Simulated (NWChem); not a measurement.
Molecule: C₅H₅N; SMILES C#C/C=N/C=C

```xyz
11

C      0.3314     3.0914     0.0000
C     -0.0231     1.9339     0.0000
C     -0.5134     0.5964     0.0000
N      0.2743    -0.4222     0.0000
C     -0.3184    -1.6837     0.0000
C      0.4268    -2.7973     0.0000
H      0.6711     4.1024     0.0000
H     -1.6088     0.4864     0.0000
H     -1.4135    -1.7422     0.0000
H     -0.0312    -3.7808     0.0000
H      1.5105    -2.7347     0.0000
```
Atoms are numbered in this order, from 1.

Geometry: optimised at B3LYP/6-31G* (spherical d). B3LYP is NWChem's, with the RPA form of VWN correlation.

Problem. Give the principal values of the shielding tensors (ppm) of C1, C2, C3, N4, C5 from B3LYP/6-31G* (spherical d), GIAO (NWChem), with their diamagnetic and paramagnetic parts as GIAO splits them.

Solution. 
```tsv
atom	σ11	σ22	σ33	isotropic	diamagnetic	paramagnetic
C1	63.7	64.7	201.2	109.9	282.3	-172.5
C2	29.8	33.1	288.6	117.2	239.9	-122.7
C3	-28.2	67.1	124.4	54.4	264.6	-210.1
N4	-446.0	-122.2	250.0	-106.1	323.9	-430.0
C5	-47.1	72.8	118.3	48.0	251.4	-203.4
```
